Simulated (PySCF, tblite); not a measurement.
Isomers of C7H14OSi. Calculated harmonic vibrations of the isolated species, GFN2-xTB (tblite), most abundant isotopes, no scaling. This tight-binding method is rough: wavenumbers can miss measured ones by several per cent, in bad cases by 10 to 20. Modes of hydrogen on silicon can be 10 to 20 % off. One conformer each.

Electronic energies: PBE0/pcSseg-1 single points on the GFN2-xTB geometries (PySCF, gas phase).

```json
{"SMILES": "C=CC(=C)O[Si](C)(C)C", "electronic energy, lowest = 0 (kcal/mol)": "0.0"}
{"SMILES": "C=C1CCCC[C@@H]1O[SiH3]", "electronic energy, lowest = 0 (kcal/mol)": "13.3"}
{"SMILES": "C=C(C)[C@@H]1COCC[SiH2]1", "electronic energy, lowest = 0 (kcal/mol)": "33.6"}
```

Task: How do GFN2-xTB zero-point energies change the relative energies?

Result: 
```json
{"SMILES": "C=CC(=C)O[Si](C)(C)C", "ZPE (kcal/mol)": "118.3", "of it from modes above 1550 cm⁻¹": "66.2", "electronic (kcal/mol)": "0.0", "with ZPE, lowest = 0 (kcal/mol)": "0.0", "lowest mode (cm⁻¹)": "10", "rings": "0"}
{"SMILES": "C=C1CCCC[C@@H]1O[SiH3]", "ZPE (kcal/mol)": "119.4", "of it from modes above 1550 cm⁻¹": "59.2", "electronic (kcal/mol)": "13.3", "with ZPE, lowest = 0 (kcal/mol)": "14.4", "lowest mode (cm⁻¹)": "53", "rings": "1"}
{"SMILES": "C=C(C)[C@@H]1COCC[SiH2]1", "ZPE (kcal/mol)": "119.6", "of it from modes above 1550 cm⁻¹": "60.0", "electronic (kcal/mol)": "33.6", "with ZPE, lowest = 0 (kcal/mol)": "34.8", "lowest mode (cm⁻¹)": "66", "rings": "1"}
```

The zero-point energies span 1.3 kcal/mol, from `C=CC(=C)O[Si](C)(C)C` to `C=C(C)[C@@H]1COCC[SiH2]1`. The order is unchanged.

Task: And how do the electronic energies of GFN2-xTB itself compare?

Result: `C=CC(=C)O[Si](C)(C)C` 47.6; `C=C1CCCC[C@@H]1O[SiH3]` 0.0; `C=C(C)[C@@H]1COCC[SiH2]1` 52.0 kcal/mol, lowest = 0. Against the energies above, taken from the same isomer `C=CC(=C)O[Si](C)(C)C`, the largest difference is 60.9 kcal/mol.
